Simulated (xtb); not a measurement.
Sn(F)(OH) (FHOSn), SMILES [Sn]([F])[OH] (connectivity only; charge and spin as stated), neutral, multiplicity 1. All values are semi-empirical tight-binding results from xtb (GFN2-xTB unless named), good for trends rather than for accurate numbers. The structure is a stationary point at GFN2-xTB. The values are those of a single conformer.

For metal compounds this method's bond lengths and energies can be far off.

Computed properties:
* **point group as xtb finds it**: Cs
* **orbital gap**: 4.86 eV
* **zero-point energy**: 7.7 kcal/mol
* **G − E(el) at 298.15 K (modified RRHO)**: -10.5 kcal/mol
